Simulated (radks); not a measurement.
Spherical jellium clusters: N electrons in a uniform positive sphere of charge N and radius rs N^(1/3), rs = 2.23 bohr. Method: non-relativistic Kohn-Sham, LDA (Slater exchange, Perdew-Wang correlation), spin-polarised, spherical densities; computed with a radial shooting solver with Libxc functionals. Levels are named by radial order and angular momentum (1s, 1p, 1d, 2s, ...), and open shells are averaged over m. Each electron was tried in the lowest free levels, single moves between levels near the top were tried too, and the lowest total energy was kept; such a search can miss a lower state. Energies include the self-energy of the background; IP and EA are vertical (highest electron removed, lowest free level filled), at fixed background; spill-out counts the electrons outside the background radius R, and alpha is the static dipole polarisability from linear response (closed shells only). A dash means not computed or, for alpha, an open shell; in EA it means that no bound solution was reached, which is typical of self-interaction and does not show that the anion is unstable. Real open-shell clusters deform, which this model forbids.

N	open shells	2S	E(N+1) + E(N-1) - 2E(N) (eV)	IP (eV)	EA (eV)	spill-out (e)
1	1s(up 1, down 0)	1	-	-	-	0.59
2	none	0	2.658	8.065	-	0.84
3	1p(up 1, down 0)	1	-1.023	4.731	-	1.28
4	1p(up 2, down 0)	2	-1.000	5.948	-	1.57
5	1p(up 3, down 0)	3	0.328	6.726	-	1.77
6	1p(up 3, down 1)	2	-0.836	6.130	-	1.97
7	1p(up 3, down 2)	1	-0.650	6.814	2.263	2.13
8	none	0	3.184	7.291	-	2.27
9	1d(up 1, down 0)	1	-0.501	3.944	-	2.55
10	1d(up 2, down 0)	2	-0.492	4.552	-	2.77
11	1d(up 3, down 0)	3	-0.458	5.040	-	2.97
12	1d(up 4, down 0)	4	-0.417	5.443	-	3.13
13	1d(up 5, down 0)	5	0.276	5.782	-	3.27
14	1d(up 5, down 0) 2s(up 1, down 0)	6	0.036	5.418	-	3.57
15	1d(up 5, down 1) 2s(up 1, down 0)	5	-0.531	5.512	1.826	3.70
16	1d(up 5, down 3)	2	-0.383	5.855	2.121	3.68
17	1d(up 5, down 4)	1	-0.300	6.125	2.398	3.79
18	none	0	0.217	6.357	2.293	3.89
19	2s(up 1, down 0)	1	0.212	6.074	2.226	4.12
20	none	0	2.075	5.902	-	4.37
21	1f(up 1, down 0)	1	-0.290	3.896	-	4.53
22	1f(up 2, down 0)	2	-0.276	4.187	-	4.68
23	1f(up 3, down 0)	3	-0.262	4.446	-	4.82
24	1f(up 4, down 0)	4	-0.247	4.679	-	4.94
25	1f(up 5, down 0)	5	-0.232	4.889	-	5.05
26	1f(up 6, down 0)	6	-0.219	5.081	1.768	5.15
27	1f(up 7, down 0)	7	0.510	5.257	-	5.25
28	1f(up 7, down 1)	6	-0.231	4.703	-	5.36
29	1f(up 7, down 2)	5	-0.216	4.909	1.710	5.46
30	1f(up 7, down 3)	4	-0.202	5.096	1.905	5.56
31	1f(up 7, down 4)	3	-0.190	5.267	2.085	5.65
32	1f(up 7, down 5)	2	-0.178	5.424	2.253	5.73
33	1f(up 7, down 6)	1	-0.168	5.569	2.409	5.82
34	none	0	0.544	5.703	1.971	5.90
35	2p(up 1, down 0)	1	-0.090	5.125	2.154	6.12
36	2p(up 2, down 0)	2	-0.080	5.275	2.317	6.34
37	2p(up 3, down 0)	3	0.300	5.408	2.119	6.56
38	2p(up 3, down 1)	2	-0.086	5.155	2.296	6.79
39	2p(up 3, down 2)	1	-0.076	5.305	2.454	7.02
40	none	0	1.300	5.437	-	7.24
41	1g(up 1, down 0)	1	-0.171	4.188	-	7.33
42	1g(up 2, down 0)	2	-	4.323	-	7.41

All shells are closed at N = 2, 8, 18, 20, 34, 40 (there: 1s2 1p6 1d10 2s2 1f14 2p6); the second difference of the energy has clear peaks (12 % above both neighbours; the first and last values, which can be the largest, are not judged, and half-filled shells can peak too) at N = 5, 8, 13, 20, 27, 34, 37, 40.
